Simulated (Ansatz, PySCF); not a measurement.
This PySCF input computes a CAM-B3LYP/def2-TZVPD energy:

```python
from pyscf import gto, scf, dft

mol = gto.M(
    atom='''
    B     0.05267762   -0.88230212    0.29082763
    C     1.43060626   -1.60017266    0.19321460
    C    -1.24280107   -1.54539280    0.84363811
    Br   -0.05770120    0.96644249   -0.31856228
    H     2.28985822   -0.93253027    0.24631171
    H     1.47121984   -2.08767863   -0.79070234
    H     1.53546213   -2.39699447    0.93354061
    H    -1.26563463   -1.35568593    1.92571667
    H    -1.23523727   -2.63149802    0.72396934
    H    -2.16634543   -1.13619635    0.43558947
    ''',
    basis='def2-tzvpd',
    charge=0,
    spin=0,
    verbose=4,
)

mf = dft.RKS(mol, xc='camb3lyp').density_fit(auxbasis='def2-universal-jkfit')
mf.grids.level = 3
mf.conv_tol = 1e-9
mf.max_cycle = 100
mf.max_memory = 1500
mf.kernel()
if not mf.converged:
    mf = mf.newton()
    mf.kernel(mf.make_rdm1())
mf.analyze()
```

Task: Write an input for the same energy in Ansatz (a program for electronic structure) and say what it gives.

Result: 
Ansatz 0.2 input:
```yaml
crystal:
  periodic: [false, false, false]
  atoms:
    - {symbol: B, position_ang: [0.05267762, -0.88230212, 0.29082763]}
    - {symbol: C, position_ang: [1.43060626, -1.60017266, 0.19321460]}
    - {symbol: C, position_ang: [-1.24280107, -1.54539280, 0.84363811]}
    - {symbol: Br, position_ang: [-0.05770120, 0.96644249, -0.31856228]}
    - {symbol: H, position_ang: [2.28985822, -0.93253027, 0.24631171]}
    - {symbol: H, position_ang: [1.47121984, -2.08767863, -0.79070234]}
    - {symbol: H, position_ang: [1.53546213, -2.39699447, 0.93354061]}
    - {symbol: H, position_ang: [-1.26563463, -1.35568593, 1.92571667]}
    - {symbol: H, position_ang: [-1.23523727, -2.63149802, 0.72396934]}
    - {symbol: H, position_ang: [-2.16634543, -1.13619635, 0.43558947]}
basis:
  gaussian:
    orbitals: def2-TZVPD
hamiltonian:
  xc: {name: CAM-B3LYP}
output: {forces: true}
```
It gives -2678.97823 Eh, and PySCF -2678.97833 Eh, a difference of 0.10 mEh, from the treatment of integrals and grids.
